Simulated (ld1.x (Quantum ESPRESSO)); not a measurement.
# Plane-wave convergence, TM semilocal potential for bromine (Br)

```
Element                 : Br (Z = 35)
Generator               : ld1.x (Quantum ESPRESSO) 7.5
Type                    : norm-conserving Troullier–Martins (semilocal form)
Functional              : LDA (PZ)
Relativity              : scalar-relativistic
Frozen core             : [Ar] 3d10
Valence charge          : 7
Reference configuration : 4s2 4p3 (charge +2)
Partial waves           : 4p (bound): rc 1.55 bohr; 4d channel at 0.35 Ry: rc 1.55 bohr; 4s (bound): rc 1.30 bohr
Local potential         : the s channel
Core correction         : a·sin(br)/r model core inside 1.15 bohr
```

The pseudo-atom Hamiltonian at the reference potential is diagonalised in spherical Bessel functions j_l(qr) that vanish at 20 bohr, with q² up to the cutoff. All-electron valence levels (Ry): 4p -2.0897, 4s -3.0920.

Question: How do the lowest levels (Ry) of each channel move with the cutoff, and are there ghosts?

Answer:

| cutoff (Ry) | p #1 | p #2 | d #1 | s #1 | Σ f·Δε (mRy) |
| --- | --- | --- | --- | --- | --- |
| 8 | -2.0614 | -0.6334 | -0.8320 | -2.8473 | 574.3 |
| 18 | -2.0763 | -0.6379 | -0.8472 | -3.0684 | 87.3 |
| 30 | -2.0888 | -0.6407 | -0.8491 | -3.0769 | 33.0 |
| 50 | -2.0894 | -0.6409 | -0.8546 | -3.0899 | 5.1 |
| 70 | -2.0897 | -0.6410 | -0.8555 | -3.0912 | 1.7 |
| 110 | -2.0897 | -0.6410 | -0.8556 | -3.0919 | 0.2 |
| 400 | -2.0897 | -0.6410 | -0.8556 | -3.0920 | 0.0 |

Result: no extra level below or beside the all-electron valence levels (p, d, s tested); the semilocal form is local in each channel, so this says nothing of the separable form that plane-wave codes build from it; 10 mRy is reached at 50 Ry and 1 mRy at 90 Ry.
